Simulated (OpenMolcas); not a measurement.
## Ti, Zr, Hf: d² s² down the group

```yaml
Program: OpenMolcas 26.06
Method: CASSCF
Basis: ANO-RCC-VTZP
Scalar_Hamiltonian: DKH2, point nucleus
Spin-orbit_coupling: state interaction with AMFI integrals over the reference wave functions, term energies averaged over their components
```

Active space for each ion: 2 electrons in 5 orbitals (d).

Computed levels in cm-1 above ³F₂:

```tsv
Level	Ti	Zr	Hf
³F₃	179	585	2544
³F₄	413	1304	5117
¹D₂	10597	8249	9382
³P₀	12733	9319	9570
³P₁	12795	9540	10828
³P₂	12924	10068	13562
¹G₄	16290	12435	14224
¹S₀	39290	29436	30252
weight of ³F in the lowest level (%)	100	100	96
```

Mixed levels, with the weight of the term that names them: Hf ¹D₂ (65 %), Hf ³P₂ (68 %).

Measured, with the error of the calculation in %. Measured levels: Ti, Zr, Hf from NIST Handbook of Basic Atomic Spectroscopic Data.

| Level | Ti | Zr | Hf |
| --- | --- | --- | --- |
| ³F₃ | 170 (+5.4) | 570 (+2.6) | 2357 (+7.9) |
| ³F₄ | 387 (+6.9) | 1241 (+5.1) | 4568 (+12.0) |
| ¹D₂ | 7255 (+46.1) |  | 5639 (+66.4) |
| ³P₀ | 8437 (+50.9) | 4197 (+122.0) | 5522 (+73.3) |
| ³P₁ | 8492 (+50.7) | 4376 (+118.0) | 6573 (+64.7) |
| ³P₂ | 8602 (+50.2) |  | 8984 (+51.0) |
| ¹G₄ | 12118 (+34.4) | 8057 (+54.3) | 10533 (+35.0) |
| ¹S₀ |  |  | 20328 (+48.8) |

The fine-structure level ³F₄ changes by a factor of 12.4 from Ti to Hf.

Without spin-orbit coupling ¹D lies 10368, 7607, 7029 cm-1 above ³F in that order; the difference to the level ¹D₂, of either sign, comes from spin-orbit coupling, which also lowers the zero.

Without dynamic correlation excited terms often stand tens of per cent too high (terms of higher spin than the ground term too low), and those without a measured partner can miss by more than the paired ones. With the s shell closed, the reference lacks s² → p², s² → d² and s → d mixing, so excited terms can stand far too high and out of order, with CASPT2 too. Measured partners are found by configuration, term and J. A level has none where our copy of the source lacks it or the pairing is in doubt (some pairs that miss far off the trend of their configuration count as doubtful), and it then counts in no deviation. Only configurations of the active space appear.
